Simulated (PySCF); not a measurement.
Two species compared at the same levels of theory.

First species: C8H11NS.
Atom-mapped SMILES: `[CH3:1][CH2:2][NH:3][C:4](=[S:5])[C:6]#[C:7][CH:8]1[CH2:9][CH2:10]1` (hydrogens: H11, H12, H13 on C1; H14, H15 on C2; H16 on N3; H17 on C8; H18, H19 on C9; H20, H21 on C10)

Cartesian coordinates in Å at the GFN2-xTB level; atoms count from 1:
```
atom  x, y, z in Å
C1     1.9851    0.5675   -1.5665
C2     2.2527    0.6324   -0.0631
N3     2.4711   -0.6747    0.5065
C4     1.4922   -1.5219    0.8684
S5     1.8304   -3.0603    1.3732
C6     0.1609   -1.0740    0.8224
C7    -1.0187   -0.8136    0.7960
C8    -2.3912   -0.4529    0.7343
C9    -2.9077    0.2376   -0.5063
C10   -2.7738    1.0075    0.7637
H11    1.8304    1.5679   -1.9608
H12    1.0961   -0.0281   -1.7597
H13    2.8263    0.1141   -2.0853
H14    1.3944    1.0835    0.4433
H15    3.1374    1.2421    0.1356
H16    3.4002   -1.0692    0.4739
H17   -3.0529   -1.1553    1.2275
H18   -3.8941   -0.0308   -0.8524
H19   -2.2023    0.4346   -1.2997
H20   -3.6673    1.2772    1.3057
H21   -1.9782    1.7334    0.8396
```

Second species: C2H3Cl3O.
Numbering: `[OH:1][CH2:2][C:3]([Cl:4])([Cl:5])[Cl:6]` (hydrogens: H7 on O1; H8, H9 on C2)

Structure used (GFN2-xTB), in Å, numbered top down from 1:
```xyz
9
C2H3Cl3O angstrom
O     -1.618   -0.152    0.245
C     -0.423    0.547    0.318
C      0.781   -0.305   -0.106
Cl     0.555   -0.845   -1.792
Cl     2.265    0.660   -0.011
Cl     0.941   -1.734    0.929
H     -1.761   -0.454   -0.663
H     -0.296    0.839    1.364
H     -0.430    1.451   -0.309
```

Levels: PBE0/pcSseg-1 for dipole moment, HOMO energy, LUMO energy and HOMO–LUMO gap; GFN2-xTB for rotational constant A and rotational constant C. Geometries: GFN2-xTB. Each species is one conformer at its optimised geometry, gas phase, non-relativistic unless stated; the electronic structure was computed with PySCF and density fitting.

The conformers computed, where there is a choice (atom-mapped SMILES and torsion angles):
- `[CH3:1][CH2:2][NH:3][C:4](=[S:5])[C:6]#[C:7][CH:8]1[CH2:9][CH2:10]1`: C1–C2–N3–C4 -82°, C2–N3–C4–S5 174°
- `[OH:1][CH2:2][C:3]([Cl:4])([Cl:5])[Cl:6]`: O1–C2–C3–Cl4 60°, H–O1–C2–C3 -59°

```
             property   column X   column Y
        dipole moment     5.63 D     1.36 D
          HOMO energy   -5.87 eV   -8.72 eV
          LUMO energy   -1.51 eV   -0.85 eV
        HOMO–LUMO gap    4.36 eV    7.87 eV
rotational constant A  1.469 GHz  1.935 GHz
rotational constant C  0.483 GHz  1.431 GHz
```

Problem. Which column belongs to which species?

Solution. Column X is the first species and column Y the second. The first has 21 atoms and 82 electrons, the second 9 and 74.

Problem. How does each property change from the first species to the second?

Solution. dipole moment -4.27 D; HOMO energy -2.85 eV; LUMO energy +0.66 eV; HOMO–LUMO gap +3.51 eV; rotational constant A +0.466 GHz; rotational constant C +0.948 GHz.

On the first: The dipole equals about 18.8 × 10⁻³⁰ C·m (1 D = 3.33564 × 10⁻³⁰ C·m).

On the second: The dipole matches unit charges of opposite sign 0.28 Å apart (1 e·Å = 4.8032 D).
